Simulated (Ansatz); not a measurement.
`[BH2][SnH2][SiH2][SiH3]` + `C1[SiH2][Te]1` → `[SiH3]C1[SiH2][Te]1` + `[BH2][SnH2][SiH3]`  (formal exchange of groups at the Si–Si bond)

Gas-phase electronic energies from Ansatz, PBE0-D4/def2-TZVP geometries. CCSD(T)/CBS is the MP2 limit (def2-TZVPP, def2-QZVPP) plus CCSD(T) − MP2 in def2-TZVPP, frozen cores. DFT in def2-TZVPP. B3LYP here is the variant with VWN-RPA as its local correlation; programs differ in this. Elements past krypton have def2 core potentials. For Sn, Te outer-core shells are correlated without core-valence functions, which leaves a few kJ/mol of doubt a bond. Each species was taken in one conformer, which may not be the lowest.

`[BH2][SnH2][SiH2][SiH3]`:

```xyz
13

B     0.814   -1.426   -1.939
Sn   -1.139   -1.065   -0.916
Si   -0.592   -0.008    1.371
Si    0.797    1.844    1.062
H     1.325   -0.563   -2.587
H     1.401   -2.455   -1.794
H    -2.051   -2.486   -0.647
H    -2.140    0.040   -1.756
H    -1.849    0.390    2.062
H     0.106   -1.014    2.219
H     1.166    2.495    2.349
H     0.119    2.846    0.197
H     2.043    1.401    0.378
```

`C1[SiH2][Te]1`:

Cartesian coordinates in Å:
```
C -0.669 0.540 0.363
Si 0.614 -0.660 -0.186
Te 0.227 1.344 -1.510
H -0.470 1.194 1.206
H -1.719 0.306 0.227
H 0.160 -1.965 -0.715
H 1.856 -0.759 0.613
```

`[SiH3]C1[SiH2][Te]1`:

Cartesian coordinates in Å:
```
Si 0.993 -1.128 -0.332
C -0.216 0.255 -0.605
Si -1.168 1.002 0.784
Te 0.695 2.253 -0.154
H 2.154 -1.021 -1.254
H 1.473 -1.071 1.073
H 0.325 -2.441 -0.566
H -0.698 0.290 -1.580
H -1.012 0.395 2.124
H -2.545 1.466 0.509
```

`[BH2][SnH2][SiH3]`:

Z-matrix (Å, degrees):
```
Sn
Si 1 2.574
B 1 2.234 2 108.3
H 1 1.711 2 107.5 3 -122.4
H 1 1.711 2 107.4 3 122.4
H 2 1.487 1 110.2 3 -60.2
H 2 1.487 1 110.2 3 59.4
H 2 1.487 1 110.4 3 179.6
H 3 1.194 1 120.7 2 -88.7
H 3 1.194 1 120.6 2 87.9
```

```csv
level,ΔE (kJ/mol),difference from CCSD(T)/CBS
r2SCAN-D4,-0.9,8.2
PBE0-D4,2.3,11.4
B3LYP-D4,-5.4,3.7
ωB97X-V,-5.1,4.0
ωB97M-V,-10.6,-1.5
B2PLYP,-7.6,1.5
PBE,7.7,16.8
r2SCAN,-0.7,8.4
PBE0,3.9,13.0
HF/def2-TZVPP,-11.8,-2.7
SCS-MP2/def2-TZVPP,-16.4,-7.3
CCSD/def2-TZVPP,-8.1,1.0
CCSD(T)/def2-TZVPP,-8.0,1.1
HF/def2-QZVPP,-12.6,-3.5
SCS-MP2/def2-QZVPP,-17.0,-7.9
MP2/CBS(def2),-17.6,-8.5
CCSD(T)/CBS,-9.1,0
```

Largest T1 diagnostic among the species: 0.014.

From PBE to PBE0 (25 % exact exchange), in def2-TZVPP and without D4, ΔE moves by −3.7 kJ/mol. The D4 term adds −3.8 kJ/mol with B3LYP and −1.7 kJ/mol with PBE0; it sums over pairs of atoms, weighted by their polarisabilities, and B3LYP, whose exchange is more repulsive, gets the larger term.
